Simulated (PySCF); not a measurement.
SMILES C[N](C)[Ga]([NH2])[NH2] at its GFN2-xTB optimised geometry (Å):

```
16

Ga     0.2119    -0.5971     0.0000
N     -0.6617    -2.1584     0.4020
H     -0.1575    -3.0289     0.2785
H     -1.6327    -2.3108     0.1594
N      2.0448    -0.5971     0.0000
H      2.5873     0.1501    -0.4148
H      2.5244    -1.4747    -0.1636
N     -0.7135     1.0007     0.0000
C     -2.1593     1.0682     0.0441
C     -0.1017     2.2698    -0.3337
H     -2.4858     1.7890     0.8045
H     -2.5873     1.3782    -0.9201
H     -2.5580     0.0869     0.3084
H     -0.4302     2.6398    -1.3156
H     -0.3602     3.0289     0.4156
H      0.9839     2.1556    -0.3458
```

Method: PySCF 2.14.0 with PBE0/def2-TZVP. Cells within 0.4 Å of a nucleus heavier than hydrogen are left out (blank, or x).

Map of the HOMO amplitude (bohr^(-3/2)) on the plane z = 0.0 Å; orbital energy -5.83 eV, overall sign arbitrary:

```
|55555555555555555555555555555|
|55555555555554555555555555555|
|55555555554444444555555555555|
|55555555544444444455555555555|
|55555555444443344445555555555|
|55555554444432234445555555555|
|55555544444320123445555555555|
|55555444444420023445555555555|
|55555444444431x23445555555555|
|55555544445565444445555555555|
|55555554445688755555555555555|
|55555556xx45xx765555555555555|
|55555556xx32xx655555445555555|
|55555555543223455554444555555|
|55555555544333445554344455555|
|55555555544444xx555xx34455555|
|55555555544444xx556xx34455555|
|55555555555555555555444455555|
|55555555555666655555544555555|
|55555555556799655555555555555|
|55555555556799655555555555555|
|55555555555666655555555555555|
|55555555555555555555555555555|
|55555555555555555555555555555|
|55555555555555555555555555555|
|55555555555555555555555555555|
|55555555555555555555555555555|
|55555555555555555555555555555|
|55555555555555555555555555555|
```
Scale: ten equal steps from -0.070 (start of '0') to 0.065 (end of '9'), in the order '0123456789'; x runs from -5.50 to 5.50, y from -5.50 (bottom) to 5.50 (top).
